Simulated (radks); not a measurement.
The mean radii <r> (bohr) of the occupied orbitals of an atom or ion are listed with their occupations. Method: Dirac Kohn-Sham, PBE, spin-unpolarised, spherical densities, finite nucleus; Fermi nuclear charge, rms radius of each element as measured or else 0.836 A^(1/3) + 0.57 fm; computed with a radial shooting solver on a logarithmic mesh with Libxc functionals.

orbital  occ.      <r>
1s1/2       2  0.01659
2s1/2       2  0.06926
2p1/2       2  0.05692
2p3/2       4  0.06560
3s1/2       2   0.1801
3p1/2       2   0.1704
3p3/2       4   0.1863
3d3/2       4   0.1621
3d5/2       6   0.1670
4s1/2       2   0.3991
4p1/2       2   0.4011
4p3/2       4   0.4353
4d3/2       4   0.4424
4d5/2       6   0.4536
5s1/2       2   0.9011
4f5/2       6   0.4790
4f7/2       8   0.4858
5p1/2       2   0.9686
5p3/2       4    1.062
5d3/2       4    1.361
5d5/2       5    1.406

Name the element and its charge. Open shells, if any, fill j = l - 1/2 first.

Answer. Z = 80, mercury, charge +3: Hg3+ in [Xe] 4f14 5d9. The 1s radius gives Z: for a bare nucleus <r> = (2 gamma + 1)/(2Z) with gamma = sqrt(1 - (Z/c)^2), 0.0164 bohr for Z = 80, and screening makes it slightly larger (0.01659 here). The occupations add up to 77, and the charge is Z minus that.
